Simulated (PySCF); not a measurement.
F2H4O3Si2, SMILES O[Si](O)(O)[SiH](F)F.

Geometry: PBE0-D3(BJ)/def2-SVP. The structure was generated by enumeration, and PubChem lists no compound with its InChIKey, so it may never have been made. Other conformers were not sampled.

Level of theory: PBE0-D3(BJ)/def2-SVP run with PySCF.

Frequencies are harmonic and unscaled.

```
mode  ν (cm⁻¹)  IR (km/mol)  moving atoms (share of kinetic energy)
----  --------  -----------  --------------------------------------
1           28          1.1                          F 57 %, O 35 %
2           77          2.3                   F 44 %, O 42 %, H 9 %
3           93         11.3                  O 53 %, F 28 %, H 12 %
4          182         25.0                  O 43 %, H 26 %, F 24 %
5          196         20.1         O 35 %, F 32 %, H 20 %, Si 13 %
6          224         51.7         H 50 %, O 29 %, Si 11 %, F 10 %
7          243         25.1         H 54 %, F 17 %, O 16 %, Si 13 %
8          298          4.5         H 50 %, F 21 %, Si 16 %, O 13 %
9          321         95.0         O 45 %, H 25 %, Si 20 %, F 10 %
10         327         71.2         H 41 %, O 32 %, F 14 %, Si 13 %
11         349         58.1          Si 48 %, F 28 %, O 15 %, H 8 %
12         375        138.6                          O 48 %, H 43 %
13         492         60.4                 Si 61 %, O 20 %, H 17 %
14         765        195.7                          O 48 %, H 47 %
15         798        217.8                          H 75 %, O 21 %
16         803        214.3                          H 71 %, O 27 %
17         811         30.8                          H 78 %, F 13 %
18         820         59.7                          H 84 %, F 13 %
19         836        127.9         F 32 %, H 28 %, Si 26 %, O 15 %
20         902        146.0         Si 41 %, O 22 %, F 20 %, H 17 %
21         940         99.4                         Si 49 %, F 41 %
22         962        155.1                 Si 45 %, O 38 %, H 14 %
23         984        176.0                 Si 47 %, O 41 %, H 11 %
24        2279        138.0                                  H 97 %
25        3907        119.6                                  H 94 %
26        3917        104.7                                  H 94 %
27        3929        128.9                                  H 94 %
```
